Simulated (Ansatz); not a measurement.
Geometry optimisation, RKS BLYP-D4/def2-mTZVP in Ansatz.

input.yaml

```yaml
crystal:
  periodic: [false, false, false]
  atoms:
    - { symbol: B, position_ang: [-0.043568, 0.535487, -0.219877] }
    - { symbol: H, position_ang: [0.034724, -0.300601, 2.031369] }
    - { symbol: "N", position_ang: [1.20597, 0.012548, -0.683126] }
    - { symbol: H, position_ang: [1.293773, -0.860321, -1.194025] }
    - { symbol: H, position_ang: [2.072459, 0.542986, -0.661082] }
    - { symbol: O, position_ang: [-1.249264, -0.132328, -0.382566] }
    - { symbol: H, position_ang: [-1.209571, -0.896284, -0.984807] }
    - { symbol: O, position_ang: [-0.148969, 1.774083, 0.422238] }
    - { symbol: H, position_ang: [0.706197, 2.220339, 0.544328] }
    - { symbol: H, position_ang: [-0.076153, 0.387992, 2.154047] }
basis:
  gaussian: { orbitals: def2-mTZVP }
hamiltonian:
  xc: blyp
  dispersion: d4
relax:
  f_tol: 0.03
  max_steps: 50
output:
  orbitals: {}
```

Launched with:

```bash
$ ansatz run input.yaml --threads 2 --pin off --max-ram 3072MiB --backend cpu --events-out ev --progress --plain --runs-dir out
```

Question: Where does it end, and by what steps?

Answer: It converged. The force dipped under the threshold on the way, but the program's further checks kept it going. After 29 steps the energy has fallen by 0.245 eV; H2 moved furthest, 1.96 Å.

```csv
step,energy less start (eV),largest force component (eV/Å),accepted
0,0.0000,1.555,yes
2,-0.1974,0.166,yes
4,-0.2268,0.117,yes
6,-0.2232,0.349,no
8,-0.2346,0.051,yes
10,-0.2352,0.069,yes
12,-0.2372,0.149,yes
14,-0.2397,0.071,yes
16,-0.2411,0.094,yes
18,-0.2425,0.056,yes
20,-0.2430,0.030,yes
22,-0.2435,0.050,yes
24,-0.2440,0.064,yes
26,-0.2442,0.032,yes
28,-0.2445,0.021,yes
29,-0.2446,0.025,yes
```

```xyz
10
Properties=species:S:1:pos:R:3
B 0.130 0.373 -0.458
H -0.562 0.232 3.823
N 1.202 0.222 -1.394
H 1.167 -0.394 -2.201
H 2.086 0.718 -1.330
O -1.071 -0.320 -0.556
H -1.121 -0.930 -1.312
O 0.195 1.228 0.638
H 1.028 1.726 0.707
H -0.468 0.429 3.108
```

Whether the end is a true minimum wasn't checked by a vibrational analysis.

Run time: 43 s on 2 threads of Arm Neoverse V2, with other jobs on the host, peak memory 0.17 GiB.
